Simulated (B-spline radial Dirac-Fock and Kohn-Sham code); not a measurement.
Relativistic shifts of the levels of Tl³⁺

System: Tl³⁺, configuration [Xe] 4f14 5d10.

Both columns are ΔSCF binding energies of the configuration average from a radial atomic solver: non-relativistic Hartree-Fock with a point nucleus, and Dirac-Fock with a finite nucleus and the Coulomb interaction alone, averaged over the two j levels with weights 2j+1.

```csv
shell,Hartree-Fock (eV),Dirac-Fock (eV),shift (eV),shift (%)
1s,77540.1,86037.0,+8496.90,+10.96
2s,13161.9,15451.8,+2289.88,+17.40
2p,12645.7,13420.1,+774.43,+6.12
3s,3186.8,3762.7,+575.89,+18.07
3p,2942.1,3160.8,+218.71,+7.43
3d,2490.5,2469.7,-20.72,-0.83
4s,747.2,894.5,+147.32,+19.72
4p,639.5,692.5,+53.08,+8.30
4d,441.9,435.7,-6.17,-1.40
4f,173.4,156.5,-16.84,-9.71
5s,149.9,178.4,+28.47,+18.99
5p,112.8,121.1,+8.30,+7.36
5d,51.77,50.19,-1.58,-3.06
```

Relativity binds 1s, 2s, 2p, 3s, 3p, 4s, 4p, 5s, 5p more strongly, among those listed most of all 4s in relative terms, and 3d, 4d, 4f, 5d more weakly, because the contracted s and p shells screen the nucleus better.

Values without a named source are computed, but for edge energies of neutral atoms, which are taken from tables.
